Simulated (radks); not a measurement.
The numbers below are computed, except where a source is named.
Species: Ga. Configuration: [Ar] 3d10 4s2 4p1 (the NIST ground configuration). Level of theory: Dirac Kohn-Sham, PBE, spin-unpolarised, spherical densities, finite nucleus; open shells are shared between the two j in proportion to 2j + 1; Fermi nuclear charge, rms radius 3.9973 fm (a radial shooting solver on a logarithmic mesh with Libxc functionals).

Unscreened Slater integrals over Kohn-Sham orbitals (eV). Large and small components are both included.

F0(4p3/2,4p3/2): 7.2074
F2(4p3/2,4p3/2): 3.5675
F0(4p3/2,4p1/2): 7.2802
G2(4p3/2,4p1/2): 3.6026
F0(4p3/2,4s1/2): 8.4249
G1(4p3/2,4s1/2): 4.9801
F0(4p3/2,3d5/2): 9.7279
F2(4p3/2,3d5/2): 1.5700
G1(4p3/2,3d5/2): 0.60675
G3(4p3/2,3d5/2): 0.48971
F0(4p1/2,4p1/2): 7.3553
F0(4p1/2,4s1/2): 8.5419
G1(4p1/2,4s1/2): 5.1301
F0(4p1/2,3d5/2): 9.9152
G3(4p1/2,3d5/2): 0.51877
F0(4s1/2,4s1/2): 10.518
F0(4s1/2,3d5/2): 13.543
G2(4s1/2,3d5/2): 1.3563
F0(3d5/2,3d5/2): 31.289
F2(3d5/2,3d5/2): 14.348
F4(3d5/2,3d5/2): 8.9034
